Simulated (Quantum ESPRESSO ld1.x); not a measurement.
Q: The table gives one normalised radial function P(r) = r R(r) of Co+ in [Ar] 3d7.5 4f0.5 (r in bohr). All-electron calculation, scalar-relativistic Kohn-Sham, PBEsol, spin-unpolarised, spherical densities, point nucleus. Program: ld1.x of Quantum ESPRESSO 7.5.

| r | P |
|---|---|
| 0.0103 | 0.0214 |
| 0.01199 | 0.0282 |
| 0.01407 | 0.0375 |
| 0.01638 | 0.0490 |
| 0.01922 | 0.0647 |
| 0.02237 | 0.0836 |
| 0.02626 | 0.1088 |
| 0.03057 | 0.1387 |
| 0.03558 | 0.1752 |
| 0.04176 | 0.2213 |
| 0.04861 | 0.2727 |
| 0.05705 | 0.3343 |
| 0.06641 | 0.3983 |
| 0.07794 | 0.4679 |
| 0.09073 | 0.5310 |
| 0.1065 | 0.5862 |
| 0.124 | 0.6180 |
| 0.1443 | 0.6184 |
| 0.1693 | 0.5722 |
| 0.1971 | 0.4735 |
| 0.2313 | 0.3058 |
| 0.2693 | 0.0878 |
| 0.3161 | -0.1899 |
| 0.3679 | -0.4757 |
| 0.4318 | -0.7646 |
| 0.5027 | -0.9910 |
| 0.5852 | -1.1384 |
| 0.6867 | -1.1877 |
| 0.7994 | -1.1339 |
| 0.9382 | -0.9914 |
| 1.092 | -0.8058 |
| 1.282 | -0.5948 |
| 1.492 | -0.4091 |
| 1.751 | -0.2500 |
| 2.038 | -0.1410 |
| 2.373 | -0.0709 |
| 2.785 | -0.0297 |
| 3.242 | -0.0111 |
| 3.804 | -0.0033 |
| 4.429 | -0.0008 |
| 5.197 | -0.0001 |
| 6.051 | 0.0000 |
| 7.1 | 0.0000 |
| 8.266 | 0.0000 |
| 9.623 | 0.0000 |
| 11.29 | 0.0000 |
| 13.15 | 0.0000 |
| 15.43 | 0.0000 |
| 17.96 | 0.0000 |
| 21.08 | 0.0000 |
| 24.54 | 0.0000 |
| 28.79 | 0.0000 |
| 33.52 | 0.0000 |

Which n and l does it have? It may be an empty orbital.

A: n = 3, l = 1: the number of nodes gives n - l - 1 = 1, the rise at small r (about r^(l+1)) gives l, and the extent must fit the shell. The curve is that of 3p. 3p: eigenvalue -74.836 eV, 1 radial node at r = 0.284 bohr, <r> = 0.821 bohr, 90 % of the charge inside 1.27 bohr.
